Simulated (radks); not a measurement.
The numbers below are computed, except where a source is named.
Species: Zn+. Configuration: [Ar] 3d10 4s1.

Code: a radial shooting solver on a logarithmic mesh with Libxc functionals. Model: scalar-relativistic Kohn-Sham, exchange-only r2SCAN, spin-polarised, spherical densities, finite nucleus; open shells are filled with parallel spins first; meta-GGA in the generalised Kohn-Sham scheme; Fermi nuclear charge, rms radius 3.9283 fm.

Energy parts (eV):
| part | energy |
|---|---|
| total | -48832.393 |
| kinetic | 49645.350 |
| electron-nucleus | -117479.099 |
| Hartree | 20911.265 |
| exchange | -1909.908 |

Orbitals (lengths in bohr, moments of r in powers of bohr; r(90%) holds 90 % of the orbital's charge):
orbital,occ.,eigenvalue (eV),r(90%),<r^2>
1s up,1,-9564.088,0.0899,0.003407
1s down,1,-9564.045,0.0899,0.003407
2s down,1,-1178.386,0.349,0.06018
2s up,1,-1178.320,0.349,0.06017
2p down,3,-1020.495,0.324,0.04817
2p up,3,-1020.458,0.324,0.04817
3s down,1,-142.7490,1.02,0.5348
3s up,1,-142.6974,1.02,0.5356
3p down,3,-94.9779,1.10,0.5998
3p up,3,-94.9514,1.10,0.6024
3d up,5,-18.9433,1.60,1.106
3d down,5,-18.7082,1.54,1.033
4s up,1,-14.1757,3.64,6.750
4s down,0,-11.4130,3.74,6.986

The highest occupied level is 4s up at -14.176 eV. Spin moment in Bohr magnetons: 1. Summed over all electrons, <r^2> = 22.54 bohr^2, which gives a Langevin (diamagnetic) susceptibility term of -17.9 x 10^-6 cm^3/mol. For comparison, the ionisation energy in NIST's Atomic Spectra Database is 17.964 eV (measured). In exact Kohn-Sham theory the highest level is minus the ionisation energy, but local and semilocal functionals leave it too shallow, through self-interaction and a potential that decays too fast; potentials with the right tail come closer.

Run on one thread of a shared host, so times are rough (Arm Neoverse V2): 0.14 s of CPU time, 0.14 s wall, 15 iterations on 2259 mesh points.
